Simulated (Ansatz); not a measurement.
Calculated with Ansatz (gas phase, PBE0-D4/def2-TZVP geometries, no zero-point term in ΔE). CBS: MP2 limit from def2 TZ/QZ plus the TZ coupled-cluster correction, frozen cores. Functionals use def2-TZVPP. Each species was taken in one conformer, which may not be the lowest.

Consider the redistribution: `BOCCC` + `O=COC(F)[SiH3]` → `BC(F)OC=O` + `CCCO[SiH3]`.

```
             level  ΔE (kcal/mol)  difference from CCSD(T)/CBS
            PBE-D4           14.7                          2.6
         r2SCAN-D4           12.4                          0.3
           PBE0-D4           13.0                          0.9
           ωB97X-V           11.9                         -0.2
           ωB97M-V           12.4                          0.3
            B2PLYP           12.2                          0.1
               PBE           14.7                          2.6
            r2SCAN           12.5                          0.4
    MP2/def2-TZVPP           11.9                         -0.2
SCS-MP2/def2-TZVPP           11.3                         -0.8
   CCSD/def2-TZVPP           11.4                         -0.7
CCSD(T)/def2-TZVPP           12.4                          0.3
    MP2/def2-QZVPP           11.7                         -0.4
SCS-MP2/def2-QZVPP           11.1                         -1.0
      HF/CBS(def2)            7.5                         -4.6
     MP2/CBS(def2)           11.6                         -0.5
       CCSD(T)/CBS           12.1                            0
```

Largest T1 diagnostic among the species: 0.015.

From PBE to PBE0 (25 % exact exchange), in def2-TZVPP and without D4, ΔE moves by −1.7 kcal/mol. In def2-TZVPP, CCSD(T) changes the Hartree–Fock value by +4.7 kcal/mol (the triples alone add +1.0 kcal/mol) and MP2 by +4.2 kcal/mol.
